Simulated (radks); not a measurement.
Neutral hydrogen, configuration 6f1 (not the ground configuration). Method: Dirac Kohn-Sham, PBE, spin-unpolarised, spherical densities, finite nucleus; open shells are shared between the two j in proportion to 2j + 1; Gaussian nuclear charge, rms radius 0.8783 fm; computed with a radial shooting solver on a logarithmic mesh with Libxc functionals.

Normalised radial functions P(r) = r R(r) (large component), r in bohr:

```
   r/bohr * 6f5/2 (the largest magnitude, 0.2, reaches the edge; | marks zero)
   0.1762                             *
   0.2258                             *
   0.2893                             *
   0.3708                             *
   0.4789                             *
   0.6137                             *
   0.7865                             *
    1.016                             *
    1.302                             *
    1.668                             *
    2.155                             *
    2.762                             |*
    3.539                             | *
    4.535                             |  *
    5.858                             |      *
    7.507                             |          *
    9.619                             |              *
    12.43                             |            *
    15.92                             |   *
    20.41                  *          |
    26.36          *                  |
    33.78                        *    |
    43.28                             |                 *
    55.47                             |                          *
    71.65                             |     *
    91.82                             *
    117.7                             *
```

6f5/2: eigenvalue -0.284 eV, 2 radial nodes at r = 17.0, 35.7 bohr, <r> = 44.9 bohr, 90 % of the charge inside 60.7 bohr.
